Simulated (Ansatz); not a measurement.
Program: Ansatz. Geometries: PBE0-D4/def2-TZVP. ΔE: electronic, gas phase. CBS: MP2 limit from def2 TZ/QZ plus the TZ coupled-cluster correction, frozen cores. This one scheme is used for every species. Double bonds are as drawn, so ΔE can hold a change between cis and trans. Functionals use def2-TZVPP. For Se outer-core shells are correlated without core-valence functions, which leaves a few kJ/mol of doubt a bond. Scalar relativity is left out up to krypton. Each species was taken in one conformer, which may not be the lowest.

`[SiH3]/N=C\[SeH]` + H₂O → `O/C=N/[SiH3]` + H₂Se  (formal hydrolysis of a C–Se bond)

```tsv
level	ΔE (kJ/mol)
ωB97M-V	-37.0
PBE	-28.2
HF/def2-TZVPP	-55.3
MP2/def2-QZVPP	-16.5
```

(1) What does CCSD(T)/CBS give? (Best estimate.)

Largest T1 diagnostic among the species: 0.014.

Answers

(1) Computed: -20.8 kJ/mol. The listed levels differ from it by -16.2, -7.4, -34.5, 4.3 kJ/mol.

The D4 term adds +8.5 kJ/mol with B3LYP and +4.4 kJ/mol with PBE0; it sums over pairs of atoms, weighted by their polarisabilities, and B3LYP, whose exchange is more repulsive, gets the larger term. From PBE to PBE0 (25 % exact exchange), in def2-TZVPP and without D4, ΔE moves by −6.4 kJ/mol. In def2-TZVPP, CCSD(T) changes the Hartree–Fock value by +28.5 kJ/mol (the triples alone add +4.4 kJ/mol) and MP2 by +35.1 kJ/mol.

B3LYP here is the variant with VWN-RPA as its local correlation; programs differ in this.
